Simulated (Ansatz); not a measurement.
Reaction (atomization): `C[O][AlH][S][SiH3]` → Al• + C• + 7 H• + O• + S• + Si•

Gas-phase electronic energies from Ansatz, PBE0-D4/def2-TZVP geometries. CBS: MP2 limit from def2 TZ/QZ plus the TZ coupled-cluster correction, frozen cores. This one scheme is used for every species, atoms too. Functionals use def2-TZVPP. No spin–orbit coupling; open shells (•) take unrestricted orbitals. Spin–orbit coupling would lower the free atoms: a little for Al, C, O, S, Si. One conformer a species, not always the lowest.

```tsv
level	ΔE (eV)	difference from CCSD(T)/CBS
PBE-D4	42.09	-0.03
r2SCAN-D4	42.13	0.01
ωB97M-V	42.14	0.02
PBE0	41.39	-0.73
SCS-MP2/def2-TZVPP	41.40	-0.72
CCSD/def2-TZVPP	40.41	-1.71
HF/def2-QZVPP	31.28	-10.84
MP2/def2-QZVPP	42.08	-0.04
HF/CBS(def2)	31.29	-10.83
MP2/CBS(def2)	42.56	0.44
CCSD(T)/CBS	42.12	0
```

Largest T1 diagnostic among the species: 0.018.

In def2-TZVPP, CCSD(T) changes the Hartree–Fock value by +9.74 eV (the triples alone add +0.54 eV) and MP2 by +10.18 eV; breaking electron pairs costs correlation energy, which Hartree–Fock lacks. From PBE to PBE0 (25 % exact exchange), in def2-TZVPP and without D4, ΔE moves by −0.40 eV: exact exchange takes away binding that semilocal exchange gives to molecules.

For atomizations the MP2-based limit and the directly extrapolated one differ by several kJ/mol either way, and by 10 to 25 for some Ge, Se and Sn compounds, so smaller differences from it don't rank the levels.
